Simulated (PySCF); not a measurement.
Species: `FC(F)(F)OC1=CC=CCC=C1`. The columns A, B, C and D hold Mulliken, IAO, Hirshfeld and ESP-fitted charges (e) of one PBE0/pcSseg-1 density (PySCF), in a shuffled order. Coordinates in Å (GFN2-xTB); the density's dipole moment is (-3.28, 0.10, 0.33) D.

```
atom       x       y       z       A       B       C       D
  F1   4.188  -0.164   0.422  -0.096  -0.269  -0.244  -0.181
  C2   3.022   0.070  -0.176  +0.315  +0.949  +0.956  +0.701
  F3   3.048   1.356  -0.575  -0.100  -0.291  -0.277  -0.220
  F4   3.029  -0.655  -1.312  -0.098  -0.292  -0.276  -0.220
  O5   2.050  -0.222   0.655  -0.116  -0.323  -0.473  -0.368
  C6   0.692   0.002   0.310  +0.073  +0.175  +0.131  +0.418
  C7   0.298   0.402  -0.917  -0.073  -0.205  -0.131  -0.240
  C8  -1.052   0.788  -1.227  -0.055  -0.160  -0.068  -0.256
  C9  -2.153   0.258  -0.686  -0.032  -0.132  -0.164  -0.122
 C10  -2.083  -0.940   0.208  -0.073  -0.278  -0.106  -0.066
 C11  -1.435  -0.430   1.453  -0.019  -0.113  -0.146  -0.109
 C12  -0.145  -0.079   1.478  -0.067  -0.182  -0.070  -0.354
 H13   1.025   0.575  -1.696  +0.036  +0.170  +0.141  +0.189
 H14  -1.145   1.580  -1.957  +0.053  +0.161  +0.112  +0.177
 H15  -3.124   0.682  -0.893  +0.049  +0.153  +0.102  +0.134
 H16  -1.453  -1.707  -0.252  +0.041  +0.155  +0.157  +0.085
 H17  -3.071  -1.350   0.407  +0.052  +0.153  +0.131  +0.089
 H18  -2.038  -0.340   2.344  +0.054  +0.158  +0.105  +0.148
 H19   0.339   0.184   2.407  +0.053  +0.171  +0.121  +0.194
```

**Question.** Which column most likely holds the ESP-fitted charges?

**Answer.** D. Σ q r misses the density's dipole by 0.07 D (D), 0.95 D (B), 1.22 D (A), 1.56 D (C). Charges fitted to the outside potential are the only set here that is tied to the molecule's multipoles.

**Question.** And the Hirshfeld charges?

**Answer.** A. The mean sizes are 0.077 e (A), 0.206 e (C), 0.225 e (D), 0.236 e (B), and Hirshfeld charges are commonly the smallest of these schemes.

As computed, A = Hirshfeld, B = IAO, C = Mulliken, D = ESP-fitted. Hydrogens on carbon: Hirshfeld +0.04 to +0.05, IAO +0.15 to +0.17, Mulliken +0.10 to +0.16, ESP-fitted +0.09 to +0.19 e.

The ESP scheme is a least-squares fit of atom-centred charges to the potential on four shells outside the van der Waals surface, with the total charge fixed. The Hirshfeld scheme weights the molecular density at each point by an atom's share of the summed free-atom densities.

Isolated species at its GFN2-xTB geometry (one conformer only).

Conformer computed: `[F:1][C:2]([F:3])([F:4])[O:5][C:6]1=[CH:7][CH:8]=[CH:9][CH2:10][CH:11]=[CH:12]1`: F1–C2–O5–C6 176°, C2–O5–C6–C7 6°.
